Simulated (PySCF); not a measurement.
## Spin-rotation constants: SMILES n1nc(C)n(C)c1C#N, C5H6N4

Cartesian coordinates in Å; atom numbers follow the order of the lines, from 1:
```xyz
15

C    -2.116   -0.537   -0.115
C    -0.670   -0.833   -0.196
N    -0.146   -1.999   -0.482
N     1.176   -1.893   -0.466
C     1.475   -0.650   -0.167
C     2.758   -0.096   -0.042
N     3.790    0.391    0.068
N     0.322    0.076    0.018
C     0.228    1.469    0.348
H    -2.664   -1.449   -0.328
H    -2.394    0.226   -0.842
H    -2.383   -0.186    0.882
H     0.859    1.690    1.211
H    -0.805    1.717    0.582
H     0.564    2.081   -0.492
```

Method used: GIAO B97-2/pcSseg-1 magnetisability, rotational g tensor and spin-rotation constants, non-relativistic, gas phase (PySCF 2.14.0). Geometry: GFN2-xTB.

Problem. Give the nuclear spin-rotation constants along the inertial axes (H = +C I·J) beside the isotropic shieldings.

Solution. Rotational constants 3.5228, 1.3557, 0.9911 GHz. A star marks the isotopologue with that one atom substituted, in its own axes.
```
atom  isotope  Caa (kHz)  Cbb (kHz)  Ccc (kHz)  mean (kHz)  σ (ppm)
  N3      14N      0.983      0.288      0.064       0.445    -95.9
  N4      14N      1.165      0.285      0.056       0.502   -127.2
  N7      14N      0.225      0.277      0.240       0.247    -60.6
  N8      14N      0.373      0.227      0.061       0.220     70.6
 H10       1H     -0.070     -0.062     -0.108      -0.080     28.6
 H11       1H     -0.350     -0.094     -0.025      -0.156     29.6
 H12       1H     -0.350     -0.093     -0.026      -0.156     29.6
 H13       1H     -0.170     -0.119     -0.032      -0.107     27.9
 H14       1H     -0.001     -0.090     -0.108      -0.066     28.2
 H15       1H     -0.303     -0.119      0.002      -0.140     28.1
  C1     13C*      0.464      0.191      0.127       0.261    173.1
  C2     13C*      1.667      0.476      0.211       0.785     33.8
  C5     13C*      1.688      0.372      0.204       0.755     50.9
  C6     13C*      0.108      0.538      0.426       0.358     72.7
  C9     13C*      0.634      0.184      0.160       0.326    155.3
```
For the geometry as given, no vibrational averaging.
